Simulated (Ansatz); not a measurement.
Mulliken charges of ClF₃H₂O₂W, SMILES `[OH][W]([OH])([F])([F])([F])[Cl]` from r2SCAN/def2-TZVPP in Ansatz (PBE0-D4/def2-TZVP geometry).

```csv
atom,x (Å),y (Å),z (Å),charge (e)
O1,-0.963,-0.112,1.359,-0.338
W2,0.175,-0.174,-0.124,1.238
O3,-0.895,0.969,-1.092,-0.319
F4,-0.712,-1.650,-0.795,-0.251
F5,1.133,1.327,0.421,-0.277
F6,1.267,-1.175,1.016,-0.284
Cl7,1.766,-0.526,-1.751,-0.234
H8,-0.777,-0.573,2.184,0.230
H9,-0.994,1.914,-1.219,0.236
```

Problem. By hand: the dipole of these point charges (1 e Å = 4.8032 D).

Solution. Σ q r = (-0.494, 0.337, 0.154) e Å, of length 0.618 e Å = 2.97 D.

Problem. How does the dipole of the full density compare? (Best estimate.)

Solution. Computed: (-0.442, 0.397, 0.203) e Å, 3.02 D; the point charges give 0.98 times that, at 9° from its direction.

Point charges leave out the atoms' own dipoles, such as those of lone pairs, and Mulliken's split depends on the basis, so the close match here is no proof of good charges.
